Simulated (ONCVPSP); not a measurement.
## Logarithmic derivatives: Ce, ONCV

* Element: Ce (Z = 58)
* Generator: ONCVPSP 4.0.1
* Type: optimised norm-conserving Vanderbilt (ONCV)
* Functional: LDA (Perdew-Zunger)
* Relativity: scalar-relativistic
* Frozen core: [Kr] 4d10
* Valence charge: 12
* Reference configuration: 4f1 5s2 5p6 5d1 6s1.75 (charge +0.25)
* Partial waves: 5s+6s: rc 2.45 bohr, ncon 4, nbas 9, qcut 5.5 1/bohr, 2 projectors; 5p: rc 2.55 bohr, ncon 4, nbas 8, qcut 4.6 1/bohr, 3 projectors, debl 2.5 Ha; 5d: rc 2.50 bohr, ncon 4, nbas 7, qcut 3.9 1/bohr, 2 projectors, debl 1.4 Ha; 4f: rc 1.15 bohr, ncon 4, nbas 9, qcut 15 1/bohr, 3 projectors, debl 0.7 Ha
* Local potential: polynomial inside 1.05 bohr (lpopt 5, dvloc0 4 Ha)
* Core correction: none

The phase is arctan(r·R′/R) of the radial function R(r), unwrapped; energies in Ha, scanned from -3 to 5 Ha. A pole is an energy at which the radial function vanishes at the test radius. The pseudo phase is shifted by a multiple of π to meet the all-electron one at the reference energy, and phase errors are pseudo minus all-electron; the curves can meet again beyond the range given. Levels narrower than the energy grid can be missing from the lists of poles.

| channel | radius (bohr) | reference energy (Ha) | poles, all-electron | poles, pseudo | unbroken range about the reference energy with phases within 0.05 rad | phase error 1 Ha above the reference energy (rad) |
| --- | --- | --- | --- | --- | --- | --- |
| s | 2.49 | -0.19 | -1.36, 2.90 | -1.36, 2.84 | below 4.3 | -0.001 |
| p | 2.58 | -0.91 | -0.62, 3.30 | -0.62, 3.30 | the whole range | -0.000 |
| d | 2.54 | -0.17 | 0.66, 4.84 | 0.66, 4.35 | below 4.5 | -0.000 |
| f | 1.17 | -0.26 | 1.44 | 1.44 | the whole range | -0.000 |

Note: ghosts flagged at negative energy: s at -120.7 eV; GHOST(+) flagged for p at 151.7 eV. A true bound ghost makes a file unfit for plane-wave use.

Phases in the s channel:

| E (Ha) | all-electron | pseudo |
| --- | --- | --- |
| -2.98 | 1.308 | 1.308 |
| -2.76 | 1.281 | 1.281 |
| -2.54 | 1.242 | 1.242 |
| -2.32 | 1.179 | 1.179 |
| -2.10 | 1.049 | 1.049 |
| -1.88 | 0.607 | 0.607 |
| -1.66 | -0.983 | -0.983 |
| -1.44 | -1.501 | -1.501 |
| -1.22 | -1.654 | -1.654 |
| -1.00 | -1.742 | -1.742 |
| -0.78 | -1.816 | -1.816 |
| -0.56 | -1.895 | -1.895 |
| -0.34 | -1.998 | -1.998 |
| -0.12 | -2.156 | -2.156 |
| 0.10 | -2.438 | -2.438 |
| 0.32 | -2.970 | -2.970 |
| 0.54 | -3.639 | -3.640 |
| 0.76 | -4.068 | -4.069 |
| 0.98 | -4.290 | -4.291 |
| 1.20 | -4.416 | -4.417 |
| 1.42 | -4.496 | -4.497 |
| 1.64 | -4.552 | -4.553 |
| 1.86 | -4.593 | -4.595 |
| 2.08 | -4.627 | -4.629 |
| 2.30 | -4.654 | -4.657 |
| 2.52 | -4.677 | -4.681 |
| 2.74 | -4.699 | -4.703 |
| 2.96 | -4.718 | -4.724 |
| 3.18 | -4.737 | -4.745 |
| 3.40 | -4.756 | -4.766 |
| 3.62 | -4.776 | -4.791 |
| 3.84 | -4.798 | -4.819 |
| 4.06 | -4.823 | -4.855 |
| 4.28 | -4.854 | -4.905 |
| 4.50 | -4.893 | -4.986 |
| 4.72 | -4.947 | -5.143 |
| 4.94 | -5.031 | -5.573 |
